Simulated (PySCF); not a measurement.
PySCF job for Bi(Br)(Me)2 (C2H6BiBr), SMILES [CH3][Bi]([CH3])[Br], TDA-PBE/def2-SVPD. Geometry optimised at B3LYP-D3(BJ)/def2-SVP. The def2 effective core potentials stand for the cores of Bi; spin–orbit coupling is left out.

```python
import numpy as np
from pyscf import gto, scf, dft, tdscf

mol = gto.M(
    atom='''
    Bi   -0.61914091    0.32487140   -0.00000001
    Br    2.01159837   -0.10671628    0.00000000
    C    -1.03550545   -1.21074307    1.64759056
    H    -0.74177904   -0.79122046    2.61920072
    H    -2.10990949   -1.44955316    1.64689640
    H    -0.44390234   -2.10939592    1.42938773
    C    -1.03550545   -1.21074311   -1.64759052
    H    -0.74177904   -0.79122053   -2.61920069
    H    -0.44390234   -2.10939596   -1.42938768
    H    -2.10990948   -1.44955320   -1.64689636
    ''',
    basis='def2-SVPD',
    ecp={'Bi': 'def2-svp'},
    charge=0,
    spin=0,
    symmetry=True,
    max_memory=1600,
    verbose=4,
)
mf = dft.RKS(mol, xc='pbe').density_fit(auxbasis='def2-universal-jkfit')
mf.grids.level = 3
mf.conv_tol = 1e-9
mf.max_cycle = 100
mf.kernel()
mf.grids = dft.Grids(mol).set(level=1).build(with_non0tab=True)  # coarser grid for the response kernel
td = tdscf.TDA(mf)
td.singlet = True
td.nstates = 10
td.conv_tol = 1e-4
td.positive_eig_threshold = 1e-6
td.kernel(x0=td.get_init_guess(mf, 15))
td.analyze()
tt = tdscf.TDA(mf)
tt.singlet = False
tt.nstates = 4
tt.conv_tol = 1e-4
tt.positive_eig_threshold = 1e-6
tt.kernel(x0=tt.get_init_guess(mf, 9))
tt.analyze(verbose=3)
```

Log of the run:

```
PySCF version 2.14.0

[INPUT] verbose = 4
[INPUT] num. atoms = 10
[INPUT] num. electrons = 76
[INPUT] charge = 0
[INPUT] spin (= nelec alpha-beta = 2S) = 0
[INPUT] symmetry True subgroup None
[INPUT] Mole.unit = angstrom
[INPUT] Symbol           X                Y                Z      unit          X                Y                Z       unit  Magmom
[INPUT]  1 Bi    -0.619140910000   0.324871400000  -0.000000010000 AA   -1.170006752414   0.613917971704  -0.000000018897 Bohr   0.0
[INPUT]  2 Br     2.011598370000  -0.106716280000   0.000000000000 AA    3.801369991921  -0.201664542232   0.000000000000 Bohr   0.0
[INPUT]  3 C     -1.035505450000  -1.210743070000   1.647590560000 AA   -1.956821700995  -2.287972809515   3.113494923819 Bohr   0.0
[INPUT]  4 H     -0.741779040000  -0.791220460000   2.619200720000 AA   -1.401759230543  -1.495189973552   4.949572026064 Bohr   0.0
[INPUT]  5 H     -2.109909490000  -1.449553160000   1.646896400000 AA   -3.987151083721  -2.739258475398   3.112183151532 Bohr   0.0
[INPUT]  6 H     -0.443902340000  -2.109395920000   1.429387730000 AA   -0.838853848654  -3.986180577075   2.701151335514 Bohr   0.0
[INPUT]  7 C     -1.035505450000  -1.210743110000  -1.647590520000 AA   -1.956821700995  -2.287972885104  -3.113494848230 Bohr   0.0
[INPUT]  8 H     -0.741779040000  -0.791220530000  -2.619200690000 AA   -1.401759230543  -1.495190105833  -4.949571969372 Bohr   0.0
[INPUT]  9 H     -0.443902340000  -2.109395960000  -1.429387680000 AA   -0.838853848654  -3.986180652664  -2.701151241027 Bohr   0.0
[INPUT] 10 H     -2.109909480000  -1.449553200000  -1.646896360000 AA   -3.987151064823  -2.739258550987  -3.112183075943 Bohr   0.0

nuclear repulsion = 369.99480124914
point group symmetry = Cs
symmetry origin: [ 4.02956309e-09  1.25055405e-09 -6.53067120e-09]
symmetry axis x: [1.00000000e+00 1.21670514e-09 8.52007316e-10]
symmetry axis y: [ 1.21670514e-09 -1.00000000e+00 -3.10092627e-09]
symmetry axis z: [-8.52007313e-10 -3.10092625e-09  1.00000000e+00]
num. orbitals of irrep A' = 94
num. orbitals of irrep A" = 67
number of shells = 67
number of NR pGTOs = 270
number of NR cGTOs = 161
basis = def2-SVPD
ecp = {'Bi': 'def2-svp'}


[settings echo left out]
init E= -2839.77907382635
HOMO (A') = -0.600034356348364  LUMO (A') = -0.57388429994978  gap/eV = 0.71158
cycle= 1 E= -2865.06099027925  delta_E= -25.3  |g|=    3  |ddm|= 15.4
HOMO (A') = 0.0244477489164269  LUMO (A') = 0.0485407694563009  gap/eV = 0.65560
cycle= 2 E= -2806.29108395819  delta_E= 58.8  |g|= 8.86  |ddm|= 39.6
HOMO (A') = -0.286415778039669  LUMO (A') = -0.165815693841424  gap/eV = 3.28170
cycle= 3 E= -2867.72884429907  delta_E= -61.4  |g|= 0.562  |ddm|= 38.3
HOMO (A') = -0.17545143905157  LUMO (A') = -0.0654801252190361  gap/eV = 2.99247
cycle= 4 E= -2867.71307317616  delta_E= 0.0158  |g|= 0.645  |ddm|= 2.25
HOMO (A') = -0.228297024031868  LUMO (A') = -0.0960163985633784  gap/eV = 3.59954
cycle= 5 E= -2867.80553671082  delta_E= -0.0925  |g|= 0.102  |ddm|= 0.959
HOMO (A') = -0.220520461299072  LUMO (A') = -0.0933116975955457  gap/eV = 3.46153
cycle= 6 E= -2867.80770861973  delta_E= -0.00217  |g|= 0.0513  |ddm|= 0.215
HOMO (A') = -0.222917636172651  LUMO (A') = -0.0930431284344522  gap/eV = 3.53407
cycle= 7 E= -2867.80848222183  delta_E= -0.000774  |g|= 0.0162  |ddm|= 0.0823
HOMO (A') = -0.223521373719206  LUMO (A') = -0.0939199879645187  gap/eV = 3.52663
cycle= 8 E= -2867.80856292676  delta_E= -8.07e-05  |g|= 0.006  |ddm|= 0.0267
HOMO (A') = -0.22325106317902  LUMO (A') = -0.0937151992549445  gap/eV = 3.52485
cycle= 9 E= -2867.80857469608  delta_E= -1.18e-05  |g|= 0.000733  |ddm|= 0.00948
HOMO (A') = -0.223227053771306  LUMO (A') = -0.0936921401924309  gap/eV = 3.52482
cycle= 10 E= -2867.80857485802  delta_E= -1.62e-07  |g|= 0.000124  |ddm|= 0.00112
HOMO (A') = -0.223232803955171  LUMO (A') = -0.093693762918015  gap/eV = 3.52494
cycle= 11 E= -2867.80857486412  delta_E= -6.09e-09  |g|= 2.3e-05  |ddm|= 0.000238
HOMO (A') = -0.223234097475276  LUMO (A') = -0.0936955252670728  gap/eV = 3.52492
cycle= 12 E= -2867.80857486435  delta_E= -2.33e-10  |g|= 3.95e-06  |ddm|= 4.32e-05
HOMO (A') = -0.223233947606853  LUMO (A') = -0.0936953124584576  gap/eV = 3.52493
Extra cycle  E= -2867.80857486434  delta_E= 1.18e-11  |g|= 4.12e-06  |ddm|= 1.56e-05
converged SCF energy = -2867.80857486434
tot grids = 41280
Overwritten attributes  positive_eig_threshold  of <class 'pyscf.tdscf.rks.TDA'>


******** <class 'pyscf.tdscf.rks.TDA'> for <class 'pyscf.df.df_jk.DFSymAdaptedRKS'> ********
nstates = 10 singlet
deg_eia_thresh = 1.000e-03
wfnsym = None
conv_tol = 0.0001
eigh lindep = 1e-12
eigh level_shift = 0
eigh max_cycle = 100


Excitation energies (eV)
[3.80863364 4.00791143 4.69771555 5.07118533 5.16502574 5.3102866
 5.61384864 5.75832289 6.03478893 6.11984118]

** Singlet excitation energies and oscillator strengths **
Excited State   1:   A'      3.80863 eV    325.53 nm  f=0.0189
      38 -> 39        0.69764
Excited State   2:   A"      4.00791 eV    309.35 nm  f=0.0028
      37 -> 39       -0.70583
Excited State   3:   A'      4.69772 eV    263.92 nm  f=0.0211
      34 -> 39       -0.13348
      36 -> 39        0.68893
Excited State   4:   A"      5.07119 eV    244.49 nm  f=0.0001
      35 -> 39        0.70502
Excited State   5:   A"      5.16503 eV    240.05 nm  f=0.0309
      36 -> 40       -0.20449
      37 -> 41        0.14450
      38 -> 40       -0.65169
Excited State   6:   A'      5.31029 eV    233.48 nm  f=0.0011
      37 -> 40        0.63103
      38 -> 41       -0.29729
Excited State   7:   A'      5.61385 eV    220.85 nm  f=0.0346
      34 -> 39       -0.21332
      35 -> 40       -0.17444
      36 -> 41       -0.14610
      37 -> 40       -0.22431
      38 -> 41       -0.57904
Excited State   8:   A"      5.75832 eV    215.31 nm  f=0.0016
      36 -> 40       -0.25906
      37 -> 41       -0.64965
Excited State   9:   A'      6.03479 eV    205.45 nm  f=0.0171
      38 -> 42        0.69501
Excited State  10:   A"      6.11984 eV    202.59 nm  f=0.0503
      35 -> 41        0.24043
      36 -> 40       -0.58271
      37 -> 41        0.18219
      37 -> 42        0.13725
      38 -> 40        0.17489

** Transition electric dipole moments (AU) **
state          X           Y           Z        Dip. S.      Osc.
  1        -0.3707      0.2545     -0.0000      0.2022      0.0189
  2         0.0000      0.0000     -0.1687      0.0285      0.0028
  3         0.4226     -0.0672      0.0000      0.1831      0.0211
  4        -0.0000     -0.0000     -0.0324      0.0010      0.0001
  5         0.0000     -0.0000      0.4942      0.2442      0.0309
  6        -0.0736      0.0517     -0.0000      0.0081      0.0011
  7        -0.0919      0.4927     -0.0000      0.2512      0.0346
  8        -0.0000      0.0000      0.1063      0.0113      0.0016
  9         0.1355      0.3118     -0.0000      0.1156      0.0171
 10        -0.0000      0.0000     -0.5795      0.3358      0.0503

WARN: ECP detected. Skipping calculation of transition velocity and magnetic dipole moments, which have not yet been implemented.



******** <class 'pyscf.tdscf.rks.TDA'> for <class 'pyscf.df.df_jk.DFSymAdaptedRKS'> ********
nstates = 4 triplet
deg_eia_thresh = 1.000e-03
wfnsym = None
conv_tol = 0.0001
eigh lindep = 1e-12
eigh level_shift = 0
eigh max_cycle = 100


Excitation energies (eV)
[3.30973687 3.67301869 4.18310512 4.62931897]

** Triplet excitation energies and oscillator strengths **
Excited State   1:   A'      3.30974 eV    374.60 nm  f=0.0000
Excited State   2:   A"      3.67302 eV    337.55 nm  f=0.0000
Excited State   3:   A'      4.18311 eV    296.39 nm  f=0.0000
Excited State   4:   A"      4.62932 eV    267.82 nm  f=0.0000
```

The run converged.
